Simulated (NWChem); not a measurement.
## Basis-set convergence for H₅NSi₂

```xyz
8

Si     0.4168    -1.0405     0.0000
N     -1.3157    -1.1798     0.0000
H     -1.7696    -2.0999     0.0000
H     -2.0099    -0.4237     0.0000
Si     0.4178     1.3913     0.0000
H     -0.9764     1.9912     0.0000
H      1.1407     1.9396    -1.2096
H      1.1407     1.9396     1.2096
```
Charge 0, spin multiplicity 1.

The numbers come from NWChem runs, not from measurements. The geometry was optimised at PBE/def2-SVP, a minimum by its harmonic frequencies. It is one conformer; others weren't searched.

Quantity: vertical ionisation energy at the level ΔHF (Δ: difference of total energies, the cation a doublet at the parent's geometry with its hole in an orbital of symmetry a' (Cs labels); it is the state that the SCF runs reached, from PBE0 orbitals for Hartree-Fock references, and need not be the lowest).

The Pople sets run with spherical d functions. The structure started from a generated list of species. No SCF solution was tested for a lower state. Open-shell Hartree-Fock references start from PBE0 orbitals; any time given for them includes that run.

Relative cost: rough, from shared machines, SCF included, STO-3G = 1.

| basis | functions | vertical ionisation energy (eV) | relative cost |
|---|---|---|---|
| STO-3G | 28 | (withheld) | 1 |
| 6-31G* | 60 | 7.23 | under 3 |
| cc-pVDZ | 75 | 7.23 | 4 |
| def2-SVPD | 108 | 7.25 | 5 |
| 6-311++G** | 117 | (withheld) | 5 |
| aug-pcseg-1 | 122 | (withheld) | 7 |
| def2-TZVP | 135 | 7.21 | 10 |
| pcseg-2 | 168 | 7.25 | 20 |
| cc-pVTZ | 168 | 7.21 | 30 |
| def2-TZVPP | 185 | 7.21 | 40 |

Task: Some entries are withheld; supply them.

Result: 
- STO-3G, vertical ionisation energy (eV): 4.60
- 6-311++G**, vertical ionisation energy (eV): 7.30
- aug-pcseg-1, vertical ionisation energy (eV): 7.28
